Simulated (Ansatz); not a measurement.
Reaction R1 → P1 + P2, each structure at its B3LYP-D3(BJ)/def2-TZVP stationary point, reached from a drawn start (curvature not checked).
R1, C3H9In (SMILES [CH3][In]([CH3])[CH3]) (charge 0, multiplicity 1, Z-matrix in Å and degrees):
```
In
C 1 2.1852
H 2 1.0897 1 111.07
H 2 1.0899 3 109.38 1 122.84
H 2 1.0923 3 108.15 4 117.47
C 1 2.1855 2 120.21 3 153.76
H 6 1.0895 1 111.32 2 -22.22
H 6 1.0902 7 109.34 1 122.61
H 6 1.0922 7 108.33 8 117.36
C 1 2.1855 2 120.09 3 -26.86
H 10 1.0897 1 111.11 2 -27.06
H 10 1.0899 11 109.38 1 122.90
H 10 1.0924 11 108.14 12 117.46
```
P1: C2H6In (SMILES [CH3][In][CH3]), charge 0, multiplicity 2.
P2: CH3 (SMILES [CH3]), charge 0, multiplicity 2.

P less R. No zero-point or thermal terms; singlets are restricted closed shells; open shells are unrestricted; no spin–orbit coupling.

Cores are frozen in the correlated methods. In cc and def2 sets filled d and f shells under p-block atoms count as core.

The values were computed with Ansatz (Gaussian basis) for Hartree–Fock, density functionals and correlated methods. All values are computed, each at the level named. Elements past Kr take the def2 small-core potentials, without spin–orbit coupling.

Total energies in hartree:

```json
[
 {"structure": "R1", "PBE/def2-TZVPP": "-309.721756", "r2SCAN/def2-TZVPP": "-309.891653", "CCSD(T)/def2-TZVPP": "-308.770470"},
 {"structure": "P1", "PBE/def2-TZVPP": "-269.831867", "r2SCAN/def2-TZVPP": "-269.967408", "CCSD(T)/def2-TZVPP": "-268.906027"},
 {"structure": "P2", "PBE/def2-TZVPP": "-39.788963", "r2SCAN/def2-TZVPP": "-39.828996", "CCSD(T)/def2-TZVPP": "-39.761724"}
]
```

Task: Work out the reaction energy at each level in kcal/mol (1 hartree = 627.50947 kcal/mol), and say how far PBE/def2-TZVPP lies from CCSD(T)/def2-TZVPP.

Result: 
- PBE/def2-TZVPP: (-269.831867) + (-39.788963) − (-309.721756) = 0.100926 hartree = 63.33 kcal/mol
- r2SCAN/def2-TZVPP: (-269.967408) + (-39.828996) − (-309.891653) = 0.095249 hartree = 59.77 kcal/mol
- CCSD(T)/def2-TZVPP: (-268.906027) + (-39.761724) − (-308.770470) = 0.102719 hartree = 64.46 kcal/mol
PBE/def2-TZVPP less CCSD(T)/def2-TZVPP: -1.13 kcal/mol. CCSD(T)/def2-TZVPP is the level counted from, the highest shown, and no exact or measured value.

Ansatz is a first-principles code.
